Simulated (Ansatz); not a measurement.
A structure relaxed at PBE-D4/def2-SVP in Ansatz, charge 0, singlet:

```tsv
atom	x (Å)	y (Å)	z (Å)
F1	3.2525	0.8389	0.3432
F2	1.8950	-2.0630	0.7548
Hg3	2.1900	2.8629	-1.1709
Hg4	3.5146	-0.8690	-0.8584
Hg5	0.1672	0.0845	0.0176
Hg6	1.8130	2.4977	2.0490
Hg7	1.0470	-3.0473	-1.6515
Hg8	0.6464	-2.4649	2.4653
Hg9	-2.8650	-1.9817	2.7162
Hg10	-2.1503	2.5634	-2.2765
Hg11	-2.3788	-0.9171	-2.5799
Hg12	-2.8694	1.6206	1.0195
Te13	3.0252	4.5630	0.7724
Te14	3.6767	-3.0816	-2.3389
Te15	0.9873	0.8255	-2.5344
Te16	0.0220	0.5448	2.7748
Te17	-1.4817	-2.6268	-0.6574
Te18	-1.1740	-3.6958	3.9863
Te19	-1.4881	3.7658	0.0693
Te20	-3.2278	1.0201	-4.2442
Te21	-4.6017	-0.4399	1.3436
```

Q: Give its formula.

A: Hg₁₀Te₉F₂.

Q: Summarise the bond lengths by kind (pairs closer than 1.2 times the sum of covalent radii, bridged metal pairs left out).

A: 19 × Hg–Te 2.67 to 3.09 Å; 2 × F–Hg 2.10 to 2.16 Å.

In the def2 sets Hg, Te take a core potential; there is no spin–orbit coupling. Single mean-field runs in def2-SVP are fitted with def2-universal-jkfit.
